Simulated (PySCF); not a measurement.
How the method changes the constants of RuF

State: quartet, unpaired electrons σ ↑, π ↑, δ ↑, a mixture of terms (⟨Lz²⟩ = 4.6). Set-up: Ru def2-TZVPPD with ECP28, F def2-TZVPPD; scalar-relativistic core potentials (PySCF 2.14). De refers to Ru (4d7 5s1) + F in their high-spin ground configurations, without counterpoise correction. The functionals are run spin-unrestricted. A positive dipole means Ru(−)F(+).

```csv
Level,Re (Å),ωe (cm⁻¹),De (eV),μ (D)
UHF,1.994,492,n/a,-6.39
UHF-MP2,1.907,546,n/a,n/a
UHF-SCS-MP2,1.928,527,n/a,n/a
UHF-CCSD,1.928,539,3.80,n/a
UHF-CCSD(T),1.919,544,4.00,n/a
PBE,1.896,568,4.50,-3.74
PBEsol,1.871,601,4.81,-3.54
PW91,1.894,572,4.53,-3.73
r²SCAN,1.890,581,4.22,-3.95
TPSSh,1.899,570,4.15,-4.17
PBE0,1.902,559,4.00,-4.49
BHandHLYP,1.932,534,3.65,-5.29
CAM-B3LYP,1.913,554,4.29,-4.76
B2PLYP,1.916,546,4.14,-5.20
```

The bond length runs from 1.871 Å (PBEsol) to 1.994 Å (UHF). De spans 3.65 eV (BHandHLYP, global hybrid GGA) to 4.81 eV (PBEsol, GGA).

Correlated steps freeze 1 core orbital. The metal atom is held in its measured ground configuration; semilocal functionals can put another filling of s and d lower by some tenths of an eV, and De to that atom would be smaller. These are scalar-relativistic numbers at best; spin–orbit coupling would shift them, the dissociation energy most. B2PLYP dipoles, levels and charges come from its SCF part alone. The state is the lowest single determinant that the PBE0 search found; with open d or f shells the true ground state can be another one.

The whole job (state search and all levels along the bond) took about 32 min on 2 threads of Arm Neoverse V1 (shared host), peak memory 4.5 GiB.
